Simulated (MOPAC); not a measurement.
MOPAC input (PM3):

```
PM3 PRECISE GNORM=0.05 LET XYZ CHARGE=-1 GEO-OK AUX(PRECISION=9) THREADS=1
H5O3Si2

O    -1.09642100 1   -1.45667000 1   -0.59870700 1
Si   -0.30620000 1   -0.14025000 1    0.08393300 1
O    -1.52667300 1    1.01693000 1    0.07793700 1
O    -0.09420600 1   -0.70367200 1    1.67047700 1
Si    1.66891900 1    0.70351600 1   -0.89171900 1
H    -1.00730100 1   -2.22592400 1   -0.03001900 1
H    -1.13114900 1    1.89377900 1    0.06862500 1
H     0.78658800 1   -0.44258200 1    1.95850300 1
H     2.54012500 1    0.03626500 1    0.19026800 1
H     1.47207100 1    2.00004500 1   -0.07603200 1
```

Output:

```
 *******************************************************************************
 **                                                                           **
 **                              MOPAC v23.2.5                                **
 **                                                                           **
 *******************************************************************************
 ** MOPAC's Digital Object Identifier: https://doi.org/10.5281/zenodo.6511958 **
 **                                                                           **
 ** Please cite the open-source release paper for use of this MOPAC version:  **
 ** J. E. Moussa and J. J. P. Stewart (2026)                                  **
 ** MOPAC: An open-source semiempirical molecular orbital program             **
 ** J. Open Source Softw., 11(119), 8025, https://doi.org/10.21105/joss.08025 **
 *******************************************************************************

                              PM3 CALCULATION RESULTS

 *******************************************************************************
 *  PM3        - The PM3 Hamiltonian to be used
 *  GEO-OK     - OVERRIDE INTERATOMIC DISTANCE AND OTHER SAFETY CHECKS
 *
 *
 *
 *                 CHARGE ON SYSTEM = -1
 *
 *
 *
 *  LET        - OVERRIDE SOME SAFETY CHECKS
 *  PRECISE    - TIGHTER CRITERIA TO BE USED
 *  XYZ        - CARTESIAN COORDINATE SYSTEM TO BE USED
 *  GNORM      - EXIT WHEN GRADIENT NORM DROPS BELOW 0.050
 *  AUX        - OUTPUT AUXILIARY INFORMATION
 *******************************************************************************
PM3 PRECISE GNORM=0.05 LET XYZ CHARGE=-1 GEO-OK AUX(PRECISION=9) THREADS=1
 H5O3Si2

   ATOM   CHEMICAL          X               Y               Z
  NUMBER   SYMBOL      (ANGSTROMS)     (ANGSTROMS)     (ANGSTROMS)

     1       O         -1.09642100  *  -1.45667000  *  -0.59870700  *
     2      Si         -0.30620000  *  -0.14025000  *   0.08393300  *
     3       O         -1.52667300  *   1.01693000  *   0.07793700  *
     4       O         -0.09420600  *  -0.70367200  *   1.67047700  *
     5      Si          1.66891900  *   0.70351600  *  -0.89171900  *
     6       H         -1.00730100  *  -2.22592400  *  -0.03001900  *
     7       H         -1.13114900  *   1.89377900  *   0.06862500  *
     8       H          0.78658800  *  -0.44258200  *   1.95850300  *
     9       H          2.54012500  *   0.03626500  *   0.19026800  *
    10       H          1.47207100  *   2.00004500  *  -0.07603200  *

          CARTESIAN COORDINATES

    NO.       ATOM           X           Y           Z

     1         O         -1.0964     -1.4567     -0.5987
     2        Si         -0.3062     -0.1403      0.0839
     3         O         -1.5267      1.0169      0.0779
     4         O         -0.0942     -0.7037      1.6705
     5        Si          1.6689      0.7035     -0.8917
     6         H         -1.0073     -2.2259     -0.0300
     7         H         -1.1311      1.8938      0.0686
     8         H          0.7866     -0.4426      1.9585
[...]

                              PM3 CALCULATION
                                                       MOPAC v23.2.5 Linux

          FINAL HEAT OF FORMATION =       -252.27721 KCAL/MOL =   -1055.52786 KJ/MOL

          COSMO AREA              =        139.28 SQUARE ANGSTROMS
          COSMO VOLUME            =        134.13 CUBIC ANGSTROMS

          GRADIENT NORM           =          0.04999          =       0.01581 PER ATOM
          IONIZATION POTENTIAL    =          3.183655 EV
          HOMO LUMO ENERGIES (EV) =         -3.184  3.526
          NO. OF FILLED LEVELS    =         16
          MOLECULAR WEIGHT        =        109.2087         POINT GROUP:  Cs

          MOLECULAR DIMENSIONS (Angstroms)

            Atom       Atom       Distance
            H     9    H     8     4.67245
            H    10    H     7     4.62721
           Si     5    H     6     3.74811

          SCF CALCULATIONS        =        157

   ATOM   CHEMICAL          X               Y               Z
  NUMBER   SYMBOL      (ANGSTROMS)     (ANGSTROMS)     (ANGSTROMS)

     1       O         -0.63870575  *  -1.62470160  *  -0.43218618  *
     2      Si         -0.25783009  *  -0.08793817  *   0.19436803  *
     3       O         -1.70628924  *   0.77291687  *  -0.09974200  *
     4       O         -0.37571276  *  -0.36307221  *   1.87840783  *
     5      Si          1.82964152  *   0.94650320  *  -0.61525903  *
     6       H         -1.44363345  *  -1.99695533  *  -0.10445194  *
     7       H         -1.57991505  *   1.61220593  *  -0.51490073  *
     8       H          0.36439640  *  -0.04840829  *   2.37437565  *
     9       H          1.54064036  *   0.70330912  *  -2.08467862  *
    10       H          2.68867311  *  -0.28273046  *  -0.38531250  *

                             CARTESIAN COORDINATES

   1    O       -0.638705748    -1.624701603    -0.432186181
   2   Si       -0.257830095    -0.087938173     0.194368034
   3    O       -1.706289242     0.772916872    -0.099742002
   4    O       -0.375712757    -0.363072210     1.878407835
   5   Si        1.829641518     0.946503197    -0.615259032
   6    H       -1.443633448    -1.996955325    -0.104451935
   7    H       -1.579915049     1.612205934    -0.514900729
   8    H        0.364396396    -0.048408288     2.374375646
   9    H        1.540640361     0.703309122    -2.084678622
  10    H        2.688673105    -0.282730463    -0.385312495

           Empirical Formula: H5 O3 Si2  =    10 atoms

      MOLECULAR POINT GROUP   :   Cs

                  EIGENVALUES
 -31.73014 -31.18996 -30.98546 -13.37228 -12.78450 -11.43940 -10.81651  -9.81403
  -9.60449  -8.89405  -7.28774  -7.19351  -7.13619  -6.41580  -4.55581  -3.18365
   3.52598   5.57961   5.62995   6.26046   6.48039   6.55699   9.39062   9.58317
   9.88618

              NET ATOMIC CHARGES AND DIPOLE CONTRIBUTIONS

  ATOM NO.   TYPE          CHARGE      No. of ELECS.   s-Pop       p-Pop
    1          O          -0.491126        6.4911     1.76798     4.72314
    2         Si           0.622420        3.3776     1.08939     2.28819
    3          O          -0.505734        6.5057     1.77128     4.73445
    4          O          -0.505715        6.5057     1.77129     4.73443
    5         Si          -0.343155        4.3432     1.64639     2.69677
    6          H           0.171669        0.8283     0.82833
    7          H           0.184948        0.8151     0.81505
    8          H           0.184990        0.8150     0.81501
    9          H          -0.159192        1.1592     1.15919
   10          H          -0.159106        1.1591     1.15911
 DIPOLE           X         Y         Z       TOTAL
 POINT-CHG.    -2.629     0.640     2.145     3.452
 HYBRID        -1.717    -3.307    -0.762     3.803
 SUM           -4.346    -2.667     1.383     5.283

          ATOMIC ORBITAL ELECTRON POPULATIONS

     Atom    s        px        py        pz
    1  O   1.76798   1.44538   1.51209   1.76567
    2 Si   1.08939   0.90011   0.70072   0.68736
    3  O   1.77128   1.57569   1.36071   1.79805
    4  O   1.77129   1.50961   1.83067   1.39415
    5 Si   1.64639   0.77774   1.01023   0.90881
    6  H   0.82833
    7  H   0.81505
    8  H   0.81501
    9  H   1.15919
   10  H   1.15911

 **********************
 *                    *
 * JOB ENDED NORMALLY *
 *                    *
 **********************

 == MOPAC DONE ==
```

The dipole moment of an ion depends on the origin.

The geometry given is a B3LYP-D3(BJ)/def2-TZVP minimum.
